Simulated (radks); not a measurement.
Species: Ca14+. Configuration: [He] 2s2 2p1 3p1 (not the ground configuration).

Method: scalar-relativistic Kohn-Sham, TASK exchange with Perdew-Wang LDA correlation, spin-polarised, spherical densities, finite nucleus; open shells are filled with parallel spins first; meta-GGA in the generalised Kohn-Sham scheme; Fermi nuclear charge, rms radius 3.4776 fm; computed with a radial shooting solver on a logarithmic mesh with Libxc functionals.

Energy parts (eV):
part                      energy
total                 -14172.064
kinetic                14295.265
electron-nucleus      -29871.757
Hartree                 1908.505
exchange-correlation    -504.077

Orbitals (lengths in bohr, moments of r in powers of bohr; <r^-3> diverges for s and p1/2; r(90%) holds 90 % of the orbital's charge):
orbital  occ.  eigenvalue (eV)      <r^4>  r(90%)  <r^-3>  <1/r>
1s up       1        -4662.931  0.0001589   0.137       -  19.80
1s down     1        -4654.956  0.0001559   0.136       -  19.86
2s up       1        -952.2590    0.02694   0.503       -  4.544
2s down     1        -937.8390    0.02736   0.506       -  4.468
2p up       1        -895.1103    0.01872   0.460   245.0  4.433
3p up       1        -356.6300     0.6918    1.13   59.68  1.790

The highest occupied level is 3p up at -356.63 eV. The spin density at the nucleus is -2.05 e/bohr^3 (1s -15.79, 2s 13.74). The electron density at the nucleus is 6290 e/bohr^3 (large components only). Summed over all electrons, <r^2> = 1.050 bohr^2, which gives a Langevin (diamagnetic) susceptibility term of -0.832 x 10^-6 cm^3/mol. The density falls to 0.001 e/bohr^3 at r = 1.62 bohr. Spin moment in Bohr magnetons: 2.

Empty levels of this run are not shown, since the potential may be unsettled where no density lies.
